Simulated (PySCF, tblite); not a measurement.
C₅H₁₄O₂Si₂.
Structure used (GFN2-xTB), in Å, numbered top down from 1:
```
atom  x, y, z in Å
C1     2.7419    0.7750   -1.2737
Si2    2.0077   -0.8034   -0.5334
O3     0.7295   -0.2394    0.2760
C4    -0.2758   -0.9172    0.9963
C5    -1.3863   -1.3400    0.0346
C6    -1.9890   -0.0695   -0.5774
Si7   -1.6959    1.3007    0.7234
O8    -0.7075    2.4876    0.2155
C9    -0.8769    0.1000    1.9581
H10    2.0566    1.2556   -1.9660
H11    3.6452    0.5340   -1.8229
H12    3.0066    1.5003   -0.5101
H13    1.6395   -1.7582   -1.5896
H14    2.9425   -1.4781    0.3773
H15    0.1631   -1.7867    1.5035
H16   -0.9852   -2.0081   -0.7292
H17   -2.1414   -1.8832    0.6044
H18   -3.0332   -0.2322   -0.8343
H19   -1.4723    0.1727   -1.5060
H20   -2.8588    2.0246    1.2124
H21    0.1703    2.2435   -0.0791
H22   -0.0975    0.5401    2.5755
H23   -1.5880   -0.3911    2.6174
```

Computed, not measured: PBE0/pcSseg-1 in PySCF (dipole) on a GFN2-xTB geometry, gas phase.

Take the most abundant isotopes and a rigid rotor. The values belong to one conformer with, in the numbering `[CH3:1][SiH2:2][O:3][C@@H:4]1[CH2:5][CH2:6][Si@H:7]([OH:8])[CH2:9]1`, C1–Si2–O3–C4 177°, Si2–O3–C4–C5 -86°, C6–Si7–O8–H -57°, O3–C4–C5–C6 -62°, C4–C5–C6–Si7 -27°, C5–C6–Si7–O8 116°, C6–Si7–C9–C4 29°.

Question: Give the principal moments of inertia and the rotational constants in MHz.

Answer: Ia = 289.84, Ib = 601.70, Ic = 723.23 u·Å²; 505379 MHz·u·Å²/I gives A = 1744, B = 839.9, C = 698.8 MHz.

Question: Classify the top.

Answer: An asymmetric top; Ray's κ = -0.730.

Question: What does the inertial defect say?

Answer: Not planar: Δ = Ic − Ia − Ib = -168.31 u·Å². For a rigid frame Δ = −2 Σ m c², so Σ m c² = 84.15 u·Å² lies off the ab plane: 24.47 from hydrogen and 59.68 from heavier atoms. The atom farthest from that plane is 2.26 Å away.

Question: Give the other two planar moments, Paa and Pbb, and the rms extents of the mass along the axes.

Answer: Paa = Σ m a² = (Ib + Ic − Ia)/2 = 517.55 and Pbb = Σ m b² = (Ia + Ic − Ib)/2 = 205.68 u·Å². With the mass M = 162.05 u, the rms extents √(P/M) along a, b and c are 1.79, 1.13, 0.72 Å.

Question: Which lines would a microwave search look for?

Answer: The dipole components are |μa| = 1.28 D, |μb| = 1.58 D, |μc| = 0.04 D. Intensities carry the squares of the components, which stand as 0.66 : 1.00 : 0.00 (a : b : c). Some lines, for components of 0.1 D or more:

```tsv
type	branch	J(Ka,Kc)	MHz	lower level (cm⁻¹)
a	Q	2(1,1) ← 2(1,2)	423	0.179
b	Q	1(1,0) ← 1(0,1)	1045	0.051
b	Q	2(1,1) ← 2(0,2)	1201	0.153
a	R	1(0,1) ← 0(0,0)	1539	0.000
b	R	2(0,2) ← 1(1,1)	2158	0.081
b	R	1(1,1) ← 0(0,0)	2442	0.000
b	Q	2(2,0) ← 2(1,1)	2726	0.194
a	R	2(1,2) ← 1(1,1)	2936	0.081
a	R	2(0,2) ← 1(0,1)	3062	0.051
b	Q	2(2,1) ← 2(1,2)	3135	0.179
a	R	2(1,1) ← 1(1,0)	3219	0.086
b	R	2(1,2) ← 1(0,1)	3840	0.051
b	R	2(2,1) ← 1(1,0)	5930	0.086
b	R	2(2,0) ← 1(1,1)	6086	0.081
```

Question: Estimate the classical rotational partition function at 25 K, 100 K and 500 K.

Answer: Point group C1, symmetry number σ = 1; q = (√π/σ)·√((kT/h)³/(ABC)), k/h = 20836.6 MHz/K: 20800 at 25 K, 167000 at 100 K, 1860000 at 500 K.

Its GFN2-xTB frequencies are all real (lowest 30 cm⁻¹). These are rigid-rotor constants of the computed structure; measured ground-state constants (B0) also hold zero-point vibration. A rigid rotor knows nothing of internal rotation, which can split or shift real lines.
